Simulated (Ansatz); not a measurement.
Z-matrix (Å, degrees):
```
N
As 1 1.854
H 1 1.010 2 114.8
H 1 1.011 2 110.5 3 123.6
H 2 1.536 1 101.2 3 -27.8
H 2 1.524 1 95.5 3 64.6
```

Charge 0, multiplicity 1.

List the PBE0/def2-TZVPP orbital energies in eV (Ansatz). (Best estimate.)

The calculation gave: Occupied: -11598.35, -1468.87, -1312.33, -1312.31, -1312.28, -391.14, -192.25, -138.96, -138.91, -138.79, -45.41, -45.40, -45.30, -45.26, -45.21, -23.91, -17.09, -13.63, -11.35, -10.25, -7.50, -7.46. Lowest empty: -0.01, 0.99, 1.39, 2.37, 3.05, 5.66, 5.78, 6.48.
